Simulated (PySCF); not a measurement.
Match the calculated data to a structure.

* Dipole: 1.66 D [PBE0/def2-SVPD]
* Triplet: lowest triplet excitation (Tamm–Dancoff): 5.76 eV [TDA PBE0/def2-SVPD]
* NMR, other nuclei: isotropic shieldings of nuclei other than C and H, by class: 231 (1 N), 293 (2 O), 389 (1 Si) ppm [GIAO PBE0/pcSseg-1]
* UV, first state: lowest singlet excitation: 5.90 eV (210 nm, f = 0.003) [TDDFT PBE0/def2-SVPD]
* 13C NMR: chemical shifts (computed TMS as zero) by class: 28.9 (1 C) ppm [GIAO PBE0/pcSseg-1]
* Polarisability: 53.6 au [PBE0/def2-SVPD]
* 1H NMR: chemical shifts (computed TMS as zero) by class: 5.04 (1 H), 2.65 (3 H), 1.79 (2 H), 0.55 (1 H) ppm [GIAO PBE0/pcSseg-1]
* Rotational structure: rotational constants A, B, C: 6.571, 2.858, 2.193 GHz [GFN2-xTB]

Electronic properties: PySCF, gas phase, density fitting. Levels stand in brackets. One conformer (not necessarily the lowest) at the GFN2-xTB geometry, without solvent, vibrations or thermal averaging. NMR classes are plain means over equivalent atoms (diastereotopic ones count apart unless rotation or inversion swaps them), as if these changed places fast.

**Question.** Which candidate is it?
A. `C=C[C@@H]1OC[SiH2]1`
B. `CO[Si@H](N)O`
C. `CN[SiH](O)O`
D. `C[C@H]1OC[SiH2]1`

**Answer.** C. It is `CN[SiH](O)O`. Numbering: `[CH3:1][NH:2][SiH:3]([OH:4])[OH:5]`. Its formula, CH7NO2Si, gives 0 degrees of unsaturation, so no ring and no π bond. The one carbon: N-methyl carbon [C1] (28.9 ppm). Hydrogen classes from least to most shielded: 1 H on an oxygen-bound silicon, Si3 (5.04 ppm), 3 H on an N-methyl carbon, C1 (2.65 ppm, a mean of values up to 0.7 ppm apart in this geometry), 2 H on 2 silanol oxygens, O4/O5 (1.79 ppm), 1 H on a silicon-bound nitrogen, N2 (0.55 ppm). The other shieldings belong to: 231 ppm, silicon-bound nitrogen [N2]; 293 ppm, silanol oxygen [O4/O5]; 389 ppm, oxygen-bound silicon [Si3]. The optimised geometry has point group C1 and is an asymmetric top.

The others, at the same levels:
- `CO[Si@H](N)O` fails: its computed 13C shifts are 51.8 (1 C) ppm, 1H shifts are 4.62 (1 H), 3.92 (3 H), 1.45 (1 H), 0.56 (2 H) ppm and lowest singlet excitation is 6.95 eV (178 nm, f = 0.044) (against 5.90 eV).
- `C=C[C@@H]1OC[SiH2]1` fails: it has 8 hydrogens where the 1H data count 7; its computed 13C shifts are 153.4 (1 C), 112.3 (1 C), 83.5 (1 C), 62.3 (1 C) ppm, 1H shifts are 6.94 (1 H), 5.35 (1 H), 5.30 (1 H), 5.06 (1 H), 4.98 (1 H), 4.94 (1 H), 4.75 (1 H), 4.56 (1 H) ppm and rotational constant A is 5.357 GHz (against 6.571 GHz).
- `C[C@H]1OC[SiH2]1` fails: it has 8 hydrogens where the 1H data count 7; its computed 13C shifts are 76.2 (1 C), 60.7 (1 C), 24.0 (1 C) ppm, 1H shifts are 5.28 (1 H), 4.90 (1 H), 4.70 (1 H), 4.62 (1 H), 4.52 (1 H), 1.49 (3 H) ppm and rotational constant A is 5.736 GHz (against 6.571 GHz).

Each candidate is one conformer, not necessarily the lowest. The conformers computed, where there is a choice (atom-mapped SMILES and torsion angles):
- `[CH3:1][NH:2][SiH:3]([OH:4])[OH:5]`: C1–N2–Si3–O4 -174°, H–O4–Si3–N2 -131°, H–O5–Si3–N2 -52°
- `[CH3:1][O:2][Si@H:3]([NH2:4])[OH:5]`: C1–O2–Si3–N4 169°, H–N4–Si3–O2 -68°, H–N4–Si3–O2 64°, H–O5–Si3–O2 170°
- `[CH2:1]=[CH:2][C@@H:3]1[O:4][CH2:5][SiH2:6]1`: C1–C2–C3–O4 -153°
